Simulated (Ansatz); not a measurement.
System: CH3AlCl2O, net charge 0, singlet state. 
Geometry from a B3LYP-D3(BJ)/def2-TZVP (Ansatz, a program for electronic structure) optimisation:
SMILES: [Cl][Al]([O]C)[Cl]
```xyz
8

C     -2.7421    -0.2858     0.2119
O     -1.4298    -0.7777     0.0337
Al     0.0989    -0.1139    -0.0228
Cl     0.3767     1.9437     0.2035
Cl     1.7351    -1.3606    -0.3224
H     -3.1894    -0.7540     1.0913
H     -3.3472    -0.5400    -0.6611
H     -2.7599     0.7996     0.3461
```

Basis-set convergence of Hartree-Fock and CCSD(T) correlation energies (hartree) with Ansatz. Cores are frozen in the correlated levels unless marked. No spin-orbit coupling. Non-relativistic.

| basis | functions | E(HF) | E(corr, CCSD(T)) |
|---|---|---|---|
| aug-cc-pV(D+d)Z | 169 | -1275.62991 | -0.76895 |
| aug-cc-pV(T+d)Z | 326 | -1275.69996 | -0.95467 |
| aug-cc-pV(Q+d)Z | 565 | -1275.71635 | -1.01736 |

Extrapolating the two largest sets (X = 3 and 4) as X^-3: E(corr) = (64·(-1.01736) - 27·(-0.95467))/37 = -1.0631 Eh, an estimate of the basis-set limit. The largest set recovers 95.7 % of it, the smallest 72.3 %.
